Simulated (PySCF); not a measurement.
## Se³⁺ (selenium, charge +3) across methods

[Ar] 3d10 4s2 4p1, 2P determinant. Calculation: PySCF 2.14, in aug-cc-pwCVQZ-PP with ECP10MDF (10s9p8d6f4g1h, 166 functions); scalar relativity through the core potential.

| method | E (hartree) | mean ε 4s α (eV) | mean ε 4s β (eV) | mean ε 4p α (eV) | Σ⟨r²⟩ (bohr²) | ⟨S²⟩ |
| --- | --- | --- | --- | --- | --- | --- |
| r2SCAN | -370.6973 | -50.243 | -48.880 | -37.507 | 18.06 | 0.754 |
| PBE0 | -370.8087 | -51.370 | -49.793 | -38.444 | 18.12 | 0.752 |
| UHF | -369.64561 | -55.584 | -52.433 | -42.295 | 18.25 | 0.758 |
| PBE | -370.8500 | -49.656 | -48.523 | -36.914 | 18.12 | 0.751 |
| LDA | -370.2839 | -50.043 | -49.037 | -36.931 | 18.10 | 0.751 |

Energies and moments cover only the electrons outside the core potential.
